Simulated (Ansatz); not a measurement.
`C[CH](F)[InH][F]` + H₂ → `C[CH](F)[InH2]` + H–F at 298.15 K and 1 bar (hydrogenolysis of the In–F bond).

Gas-phase electronic energies from Ansatz, PBE0-D4/def2-TZVP geometries. CCSD(T)/CBS is the MP2 limit (def2-TZVPP, def2-QZVPP) plus CCSD(T) − MP2 in def2-TZVPP, frozen cores. This one scheme is used for every species. Elements past krypton have def2 core potentials. For In outer-core shells are correlated without core-valence functions, which leaves a few kJ/mol of doubt a bond. Each species was taken in one conformer, which may not be the lowest.

```tsv
species	CCSD(T)/CBS energy (Eh)	H − E (kJ/mol)	S (J/(mol·K))
`C[CH](F)[InH][F]`	-468.51677	192.0	373.7
H₂	-1.17544	35.1	130.4
`C[CH](F)[InH2]`	-369.27081	199.4	351.4
H–F	-100.39570	33.5	173.6
```

H − E and S are ideal-gas, rigid-rotor, harmonic terms from PBE0-D4/def2-TZVP, for one conformer and one mirror image of each species. For small species the MP2-based limit differs from directly extrapolated CCSD(T) by up to some mEh (0.8 for H₂); such offsets cancel only in part. 1 Eh = 2625.50 kJ/mol, R = 8.31446 J/(mol·K).

Q: By hand: ΔE, ΔH, ΔS and ΔG.

A: ΔE = (-369.27081) + (-100.39570) − (-468.51677) − (-1.17544) = 0.02570 Eh = 67.5 kJ/mol. Δ(H − E) = 199.4 + 33.5 − 192.0 − 35.1 = 5.8, so ΔH = 73.3 kJ/mol. ΔS = 351.4 + 173.6 − 373.7 − 130.4 = 20.9 J/(mol·K). ΔG = 73.3 − 298.15 × (20.9)/1000 = 67.1 kJ/mol.

Q: By hand: the equilibrium constant, and the temperature at which ΔG would vanish if ΔH and ΔS stayed fixed.

A: log₁₀ K = −ΔG/(RT ln 10) = -11.8. ΔG = 0 at ΔH/ΔS = 3507 K, far beyond where these terms or the molecules hold.

ΔH outweighs TΔS. A doubt of 5 kJ/mol in ΔE shifts log₁₀ K by 0.9 here. Other conformers and mirror images would add mixing entropy, several J/(mol·K) or more a flexible species. Modes under 60 cm⁻¹, often nearly free rotors, make the harmonic entropy too high. These are equilibria of isolated gas molecules and say nothing of rates. Largest T1 diagnostic: 0.015 (customary marks: 0.02 for closed shells, 0.045 for open ones).
